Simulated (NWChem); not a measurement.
C$_{3}$H$_{6}$Si; SMILES C=C=C[SiH3]

```xyz
10

C      0.3431     2.3820     0.2115
C     -0.2010     1.2216    -0.0489
C     -0.7236     0.0470    -0.3016
Si     0.2041    -1.5551    -0.0091
H      0.9134     2.9229    -0.5405
H      0.2420     2.8498     1.1883
H     -1.7408     0.0040    -0.6984
H     -0.5287    -2.4178     0.9591
H      0.3407    -2.3228    -1.2782
H      1.5554    -1.2553     0.5288
```
Atoms are numbered in this order, from 1.

Results from NWChem. Pople sets run with spherical d functions. Coordinates come from a B3LYP/6-31G* (spherical d) optimisation. B3LYP is NWChem's, with the RPA form of VWN correlation. Level: B3LYP/6-31G* with SMD (1 M gas to 1 M solution), gas-phase geometry. Reactions with the solvent are ignored.

What does the run give for solvent toluene? Quantities: solvation free energy (kcal/mol); cavity-dispersion-structure term (kcal/mol); dipole in solution (D).

The solvation free energy (kcal/mol) comes out as -1.8, the cavity-dispersion-structure term (kcal/mol) is -0.6 and the dipole in solution (D) is 0.71.
